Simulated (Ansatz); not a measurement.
One change: `[CH3][Al]([F])[F]` becomes `[CH3][Ga]([F])[F]`.

Ansatz, PBE0-D4/def2-TZVP geometries, multiplicity 1. 

Scalar relativity is left out up to krypton.

```tsv
property	`[CH3][Al]([F])[F]`
LUMO energy (ωB97M-V/def2-TZVPP) / eV	0.99
HOMO–LUMO gap (PBE/def2-TZVPP) / eV	6.56
HOMO energy (PBE/def2-TZVPP) / eV	-7.92
HOMO–LUMO gap (PBE0/def2-TZVPP) / eV	8.79
LUMO energy (PBE0/def2-TZVPP) / eV	-0.53
HOMO energy (ωB97M-V/def2-TZVPP) / eV	-11.59
```

**Question.** Give the same properties after the change, and the shifts. (Estimate.)

**Answer.** Computed: 
```tsv
property	`[CH3][Ga]([F])[F]`	shift
LUMO energy (ωB97M-V/def2-TZVPP) / eV	0.96	-0.03
HOMO–LUMO gap (PBE/def2-TZVPP) / eV	6.41	-0.15
HOMO energy (PBE/def2-TZVPP) / eV	-8.11	-0.19
HOMO–LUMO gap (PBE0/def2-TZVPP) / eV	8.85	0.06
LUMO energy (PBE0/def2-TZVPP) / eV	-0.76	-0.23
HOMO energy (ωB97M-V/def2-TZVPP) / eV	-11.89	-0.30
```

With PBE0 the HOMO falls by 0.30 eV and the LUMO falls by 0.23 eV, so the gap widens by about 0.07 eV. PBE moves the HOMO by -0.19 eV and ωB97M-V by -0.30 eV.
